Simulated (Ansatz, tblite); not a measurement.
Cost and result up the ladder for `C[Si](C)(C)C#Cc1ccc(-c2ccc(-c3ccc(-c4ccc(-c5ccc(-c6ccc(C#C[Si](C)(C)C)o6)o5)o4)o3)o2)o1` (72 atoms). The state is a singlet with charge 0. Geometry: PBE-D4/def2-SVP.

Cartesian coordinates in Å:
```
C 5.238 0.244 11.747
Si 4.335 1.880 12.030
C 5.553 3.240 12.522
C 3.002 1.683 13.357
C 3.526 2.373 10.442
C 2.982 2.729 9.389
C 2.358 3.172 8.209
C 1.817 4.403 7.843
C 1.321 4.260 6.522
C 1.585 2.945 6.150
C 1.324 2.214 4.947
C 1.579 0.905 4.555
C 1.078 0.777 3.231
C 0.544 2.016 2.892
C -0.097 2.513 1.714
C -0.631 3.753 1.379
C -1.132 3.628 0.057
C -0.879 2.318 -0.341
C -1.152 1.610 -1.557
C -1.764 1.996 -2.747
C -1.750 0.858 -3.596
C -1.130 -0.158 -2.877
C -0.821 -1.520 -3.187
C -0.201 -2.538 -2.470
C -0.189 -3.673 -3.322
C -0.801 -3.285 -4.510
C -1.077 -3.988 -5.730
C -0.820 -5.300 -6.124
C -1.323 -5.424 -7.444
C -1.861 -4.185 -7.789
C -2.491 -3.718 -8.956
C -3.043 -3.321 -9.990
Si -3.866 -2.741 -11.542
C -5.665 -2.309 -11.150
C -3.780 -4.147 -12.804
C -2.947 -1.216 -12.178
O -1.707 -3.312 -6.731
O -1.186 -1.973 -4.425
O -0.767 0.299 -1.638
O -0.248 1.641 0.669
O 0.694 2.891 3.935
O 2.211 2.282 7.163
H 4.533 -0.553 11.435
H 6.011 0.345 10.959
H 5.738 -0.085 12.682
H 6.058 2.986 13.477
H 6.332 3.375 11.745
H 5.031 4.209 12.657
H 2.270 0.901 13.070
H 3.457 1.392 14.327
H 2.449 2.632 13.507
H 1.793 5.295 8.477
H 0.828 5.014 5.901
H 2.072 0.142 5.165
H 1.096 -0.107 2.586
H -0.648 4.637 2.024
H -1.623 4.400 -0.544
H -2.172 2.987 -2.971
H -2.141 0.772 -4.615
H 0.192 -2.455 -1.452
H 0.219 -4.666 -3.102
H -0.326 -6.071 -5.524
H -1.305 -6.309 -8.088
H -6.189 -1.957 -12.064
H -6.209 -3.191 -10.758
H -5.723 -1.504 -10.389
H -4.265 -3.843 -13.756
H -2.729 -4.420 -13.025
H -4.298 -5.052 -12.428
H -1.886 -1.453 -12.395
H -3.416 -0.841 -13.112
H -2.969 -0.398 -11.430
```

Ansatz on 4 threads of AMD EPYC 7R13 on a shared host and a share (37 GiB) of an NVIDIA H100 80GB HBM3; xTB runs through tblite on one thread. Times are rough, summed over both states, and most runs start from the orbitals of an earlier one. PBE0-D4/def2-TZVP serves as the yardstick here, not as an exact answer. The other state is a triplet.

The xTB rows come from tblite. Single mean-field runs in def2-TZVP are fitted with def2-universal-jkfit.

xTB has no spin-polarisation term.

```json
{"level": "GFN2-xTB", "functions": "208", "wall time": "0.77 s", "vertical triplet (eV)": "1.81", "difference from PBE0-D4/def2-TZVP (eV)": "0.04"}
{"level": "GFN1-xTB", "functions": "238", "wall time": "0.81 s", "vertical triplet (eV)": "1.76", "difference from PBE0-D4/def2-TZVP (eV)": "-0.01"}
{"level": "PBE-D4/def2-TZVP (with forces)", "functions": "1494", "wall time": "33 s", "vertical triplet (eV)": "1.51", "difference from PBE0-D4/def2-TZVP (eV)": "-0.27"}
{"level": "PBE0-D4/def2-TZVP (with forces)", "functions": "1494", "wall time": "61 s", "vertical triplet (eV)": "1.77", "difference from PBE0-D4/def2-TZVP (eV)": "0.00"}
```
